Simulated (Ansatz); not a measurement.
Ideal-gas functions of `[OH][AlH][CH]=S` at 800 K and 1 bar, from an Ansatz frequency run at PBE0-D4/def2-TZVP.

Molar mass 90.08 g/mol, point group Cs (symmetry number 1), electronic degeneracy 1, moments of inertia 50.664, 192.254, 242.919 u Å². Harmonic wavenumbers (cm⁻¹, unscaled): 74, 120, 268, 417, 515, 570, 635, 698, 735, 876, 1085, 1211, 1968, 3066, 3900.

Use S(trans) = R[1.5 ln M + 2.5 ln T − 1.1517]; rotational temperatures θ = 24.2544 K / I; S(rot) = R[ln(√π/σ · √(T³/θAθBθC)) + 1.5]; for each mode x = 1.438777 ν̃/T, S = R[x/(eˣ − 1) − ln(1 − e⁻ˣ)] and H = RT x/(eˣ − 1); 1 cm⁻¹ = 0.0119627 kJ/mol; R = 8.31446 J/(mol·K).

**Question.** By hand: the entropy, in J/(mol·K).

**Answer.** Translation 185.5. Rotation: θ = 0.4787, 0.1262, 0.0998 K, giving 121.8. Vibration, mode by mode: 25.09, 21.08, 14.46, 10.90, 9.24, 8.46, 7.65, 6.95, 6.57, 5.34, 3.96, 3.31, 1.12, 0.22, 0.06, in all 124.4. Electronic 0.0. Sum 431.7 J/(mol·K).

**Question.** By hand: H − E and G − E in kJ/mol, counted from the electronic energy.

**Answer.** Zero-point energy ½ × 16138 × 0.0119627 = 96.5; thermal vibration 47.4; translation, rotation and pV give 4 RT = 26.6. H − E = 170.5 kJ/mol, and G − E = 170.5 − 800 × 431.7/1000 = -174.9 kJ/mol.

Vibration gives 29 % of the entropy, 46.2 J/(mol·K) of it from the modes under 150 cm⁻¹: soft modes count most, and the harmonic formula is weakest for them. The sum counts one conformer and one mirror image; others add a mixing term.
